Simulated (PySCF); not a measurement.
Bond curve of PSe

Set-up: P pcseg-1, Se pcseg-1; no relativity (PySCF 2.14). Energies in eV from P + Se in their ground configurations at the same level. All curves are PBE0. state 1: ²Π (doublet), unpaired electrons π ↑; state 2: ⁴Π (quartet), unpaired electrons π ↑↑↑, a second solution, started from another occupation; state 3: sextet, unpaired electrons σ ↑, π ↑↑↑↑, a second solution, started from another occupation.

```json
{"R (Å)": "1.764", "state 1": "-1.938", "state 2": "2.135", "state 3": "11.6906"}
{"R (Å)": "1.846", "state 1": "-2.919", "state 2": "0.562", "state 3": "9.2653"}
{"R (Å)": "1.928", "state 1": "-3.452", "state 2": "-0.514", "state 3": "7.3182"}
{"R (Å)": "1.990", "state 1": "-3.636", "state 2": "-1.075", "state 3": "6.1187"}
{"R (Å)": "2.051", "state 1": "-3.682", "state 2": "-1.473", "state 3": "5.1087"}
{"R (Å)": "2.112", "state 1": "-3.624", "state 2": "-1.742", "state 3": "4.2573"}
{"R (Å)": "2.195", "state 1": "-3.429", "state 2": "-1.947", "state 3": "3.3255"}
{"R (Å)": "2.297", "state 1": "-3.083", "state 2": "-2.022", "state 3": "2.4256"}
{"R (Å)": "2.420", "state 1": "-2.636", "state 2": "-1.938", "state 3": "1.6385"}
{"R (Å)": "2.584", "state 1": "-2.064", "state 2": "-1.656", "state 3": "0.9412"}
```

Question: Put a parabola through the three lowest points of the state 1 curve and estimate Re, k and ωe (reduced mass 22.32 u; 1 eV/Å² = 0.16022 mdyn/Å; ωe = 1302.8·√(k/μ) cm⁻¹).

Answer: Through R = 1.99, 2.051, 2.112 Å the second-order coefficient is 14.0 eV/Å², so Re ≈ 2.047 Å, k ≈ 4.48 mdyn/Å and ωe ≈ 584 cm⁻¹. A polynomial fit of higher order to the unrounded PBE0 energies gives Re = 2.044 Å, k = 4.57 mdyn/Å, ωe = 590 cm⁻¹; anharmonicity and rounding make the difference.

The higher-order fit for each curve: state 1: Re = 2.044 Å, ωe = 590 cm⁻¹, De = 3.68 eV; state 2: Re = 2.296 Å, ωe = 396 cm⁻¹, minimum 2.02 eV below the ground-state fragments. State 3 gave no clean fit.

⟨S²⟩ of the unrestricted solution departs from its pure value on part of the curve, where spin states mix. Spin–orbit coupling is left out. The state was picked by a PBE0 search and need not be the measured ground state.
